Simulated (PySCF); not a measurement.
H$_{8}$NSi$_{3}$, doublet, geometry from GFN2-xTB; BP86/STO-3G in PySCF.

Here is a job for PySCF.
```python
from pyscf import gto, scf, dft

mol = gto.M(
    atom='''
Si   -1.47364623    0.97915788    0.10119273
N    -0.02855557    0.01775256   -0.10114220
Si   -0.07557252   -1.70822116   -0.32289834
Si    1.47984239    0.83626679    0.20613860
H    -2.64215403    0.17014466   -0.23493460
H    -1.52822465    1.51685104    1.46178256
H     1.03664479   -2.08206137   -1.19268294
H    -1.35800550   -2.02445750   -0.94782448
H     0.03909887   -2.38099058    0.97547449
H     1.69370871    0.96909734    1.65166129
H     1.36709189    2.15712664   -0.41122043
H     2.56299807    0.04917280   -0.37632212
''',
    basis='sto-3g',
    spin=1,
    verbose=4,
)

mf = dft.UKS(mol)
mf.xc = 'bp86'
mf.kernel()
mf.analyze()
```

Task: Write the output that PySCF gives for this input, abridged.

Result: 
```
PySCF version 2.14.0

[INPUT] verbose = 4
[INPUT] num. atoms = 12
[INPUT] num. electrons = 57
[INPUT] charge = 0
[INPUT] spin (= nelec alpha-beta = 2S) = 1
[INPUT] symmetry False subgroup None
[INPUT] Mole.unit = angstrom
[INPUT] Symbol           X                Y                Z      unit          X                Y                Z       unit  Magmom
[...]
nuclear repulsion = 281.239284981076
number of shells = 26
number of NR pGTOs = 120
number of NR cGTOs = 40
basis = sto-3g
ecp = {}

******** <class 'pyscf.dft.uks.UKS'> ********
method = UKS
initial guess = minao
damping factor = 0
level_shift factor = 0
DIIS = <class 'pyscf.scf.diis.CDIIS'>
diis_start_cycle = 1
diis_space = 8
diis_damp = 0
SCF conv_tol = 1e-09
SCF conv_tol_grad = None
SCF max_cycles = 50
direct_scf = True
direct_scf_tol = 1e-13
number electrons alpha = 29  beta = 28
XC library pyscf.dft.libxc version 7.1.2
    S. Lehtola, C. Steigemann, M. J. T. Oliveira, and M. A. L. Marques,  SoftwareX 7, 1–5 (2018)
XC functionals = bp86
    A. D. Becke,  Phys. Rev. A 38, 3098 (1988)
    J. P. Perdew,  Phys. Rev. B 33, 8822 (1986)
    J. P. Perdew,  Phys. Rev. B 34, 7406–7406 (1986)
radial grids:
    Treutler-Ahlrichs [JCP 102, 346 (1995); DOI:10.1063/1.469408] (M4) radial grids

becke partition: Becke, JCP 88, 2547 (1988); DOI:10.1063/1.454033
pruning grids: <function nwchem_prune>
grids dens level: 3
symmetrized grids: False
atomic radii adjust function: <function treutler_atomic_radii_adjust>
small_rho_cutoff = 0
Set gradient conv threshold to 3.16228e-05
tot grids = 149912
init E= -916.890610286048

cycle= 1 E= -917.091946649852  delta_E= -0.201  |g|= 0.488  |ddm|= 2.86
cycle= 2 E= -916.216914968201  delta_E= 0.875  |g|= 1.26  |ddm|= 2.35
cycle= 3 E= -917.242194242716  delta_E= -1.03  |g|= 0.0931  |ddm|=  1.9
cycle= 4 E= -917.249569322753  delta_E= -0.00738  |g|= 0.0284  |ddm|= 0.25
cycle= 5 E= -917.250167791198  delta_E= -0.000598  |g|= 0.00382  |ddm|= 0.0468
cycle= 6 E= -917.250182322696  delta_E= -1.45e-05  |g|= 0.000434  |ddm|= 0.01
cycle= 7 E= -917.250182517472  delta_E= -1.95e-07  |g|= 0.000173  |ddm|= 0.00146
cycle= 8 E= -917.250182550898  delta_E= -3.34e-08  |g|= 3.94e-05  |ddm|= 0.000498
cycle= 9 E= -917.250182552304  delta_E= -1.41e-09  |g|= 1.36e-05  |ddm|= 0.000102
cycle= 10 E= -917.25018255247  delta_E= -1.66e-10  |g|= 4.02e-06  |ddm|= 3.88e-05
Extra cycle  E= -917.250182552475  delta_E= -4.77e-12  |g|= 3.73e-06  |ddm|= 1.63e-05
[...]
converged SCF energy = -917.250182552475  <S^2> = 0.75052814  2S+1 = 2.0005281
Total Energy =                        -917.250182552474598
[...]
spin_pop of  1 N 2px      -0.00047
spin_pop of  1 N 2py       0.02731
spin_pop of  1 N 2pz       0.10627
spin_pop of  2 Si 1s        0.00000
spin_pop of  2 Si 2s        0.00000
spin_pop of  2 Si 3s        0.00213
spin_pop of  2 Si 2px      -0.00000
spin_pop of  2 Si 2py       0.00001
spin_pop of  2 Si 2pz       0.00000
spin_pop of  2 Si 3px       0.00024
spin_pop of  2 Si 3py       0.00560
spin_pop of  2 Si 3pz       0.00087
spin_pop of  3 Si 1s        0.00000
spin_pop of  3 Si 2s        0.00000
spin_pop of  3 Si 3s       -0.00060
spin_pop of  3 Si 2px      -0.00000
spin_pop of  3 Si 2py       0.00000
spin_pop of  3 Si 2pz       0.00000
spin_pop of  3 Si 3px      -0.00251
spin_pop of  3 Si 3py      -0.00005
spin_pop of  3 Si 3pz       0.00206
spin_pop of  4 H 1s        0.01487
spin_pop of  5 H 1s        0.04727
spin_pop of  6 H 1s       -0.00119
spin_pop of  7 H 1s        0.00174
spin_pop of  8 H 1s        0.01021
spin_pop of  9 H 1s        0.00495
spin_pop of  10 H 1s        0.00088
spin_pop of  11 H 1s        0.00093
 ** Mulliken Spin Density (per atom)  **
spin density of  0 Si =      0.76819
spin density of  1 N =      0.14438
spin density of  2 Si =      0.00885
spin density of  3 Si =     -0.00109
spin density of  4 H =      0.01487
spin density of  5 H =      0.04727
spin density of  6 H =     -0.00119
spin density of  7 H =      0.00174
spin density of  8 H =      0.01021
spin density of  9 H =      0.00495
spin density of  10 H =      0.00088
spin density of  11 H =      0.00093
 ** Mulliken pop alpha/beta on meta-lowdin orthogonal AOs **
 ** Mulliken pop       alpha | beta **
[...]
In total            29.00000 | 28.00000
 ** Mulliken atomic charges   ( Nelec_alpha | Nelec_beta ) **
charge of  0Si =      0.36593  (     7.20113      6.43294 )
charge of  1N =     -0.49485  (     3.81962      3.67524 )
charge of  2Si =      0.55262  (     6.72811      6.71926 )
charge of  3Si =      0.55044  (     6.72423      6.72533 )
charge of  4H =     -0.12639  (     0.57063      0.55576 )
charge of  5H =     -0.12761  (     0.58744      0.54017 )
charge of  6H =     -0.12033  (     0.55957      0.56076 )
charge of  7H =     -0.11510  (     0.55842      0.55668 )
charge of  8H =     -0.12437  (     0.56729      0.55708 )
charge of  9H =     -0.12451  (     0.56473      0.55978 )
charge of  10H =     -0.11857  (     0.55973      0.55884 )
charge of  11H =     -0.11726  (     0.55910      0.55817 )
Dipole moment(X, Y, Z, Debye):  0.55500, -0.23045, -0.10048
```
